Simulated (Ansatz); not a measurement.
Coupled-cluster run, trimethylindium (TMIn) (`[CH3][In]([CH3])[CH3]`).

```yaml
crystal:
  periodic: [false, false, false]
  atoms:
    - {symbol: C, position_ang: [-0.506159, 1.897919, -0.902757]}
    - {symbol: In, position_ang: [0.007933, -0.003272, -0.006865]}
    - {symbol: C, position_ang: [1.475278, -0.088563, 1.580970]}
    - {symbol: C, position_ang: [-0.956578, -1.818207, -0.683157]}
    - {symbol: H, position_ang: [0.329360, 2.597984, -0.853704]}
    - {symbol: H, position_ang: [-1.344905, 2.339395, -0.357024]}
    - {symbol: H, position_ang: [-0.811482, 1.777000, -1.943280]}
    - {symbol: H, position_ang: [1.276421, -0.918221, 2.261217]}
    - {symbol: H, position_ang: [1.500653, 0.842510, 2.149293]}
    - {symbol: H, position_ang: [2.467158, -0.242743, 1.146594]}
    - {symbol: H, position_ang: [-1.254680, -1.743940, -1.730087]}
    - {symbol: H, position_ang: [-1.858654, -1.990803, -0.089284]}
    - {symbol: H, position_ang: [-0.304041, -2.683658, -0.557116]}
basis:
  gaussian: {orbitals: def2-SVP}
correlation: {method: ccsd_t}
```

```sh
$ ansatz run in.yaml --threads 4 --pin off --events-out ev --progress --plain
```

Output of Ansatz, abridged:

```
Functional definition: HF
1248 factors; integrals over basis functions are off by at most 1.3e-3 eV
mean field evaluation 1: about -8375.7377 eV, gradient 3.6e1 eV
mean field evaluation 2: about -8375.7489 eV, gradient 3.6e1 eV
mean field evaluation 4: about -8379.2862 eV, gradient 2.7e0 eV
mean field evaluation 8: about -8379.3194 eV, gradient 9.4e-2 eV
mean field evaluation 16: about -8379.3108 eV, gradient 3.2e-1 eV
mean field -8379.31943858 eV, -307.9343096611 hartree, gradient 2.5e-6 eV, S^2 0.000000; 0 other end points of the search recorded, 0 dependent functions left out
7 core orbitals not correlated: weight in the atoms' cores, before any rotation towards them, 1.000 or more for the frozen orbitals, at most 0.000 for the correlated occupied ones
reference -8379.31943858 eV, -307.9343096611 hartree; 17, 17 occupied and 89, 89 virtual orbitals, 1248 factors
second order -14.61770274 eV of doubles, -0.00000000 eV of singles
cycle   1  -15.66876987 eV  change    -1.1e0 eV  update   8.4e-2
cycle   2  -16.10360114 eV  change   -4.3e-1 eV  update   2.5e-2
cycle   3  -16.17195834 eV  change   -6.8e-2 eV  update   9.2e-3
cycle   4  -16.17294469 eV  change   -9.9e-4 eV  update   2.4e-3
cycle   5  -16.17248002 eV  change    4.6e-4 eV  update   7.5e-4
cycle   6  -16.17237951 eV  change    1.0e-4 eV  update   2.2e-4
cycle   7  -16.17236998 eV  change    9.5e-6 eV  update   6.0e-5
cycle   8  -16.17237419 eV  change   -4.2e-6 eV  update   2.1e-5
perturbative correction -0.47973222 eV, -0.0176298338 hartree
Total energy: -8395.97154499 eV, -308.5462632844 hartree
```

Run time 13 s (4 threads of a server CPU on a shared host); peak host memory 0.68 GiB.

MP2 recovers 87.8 % of the CCSD(T) correlation energy and the triples give 2.9 %; T1 = 0.0086.
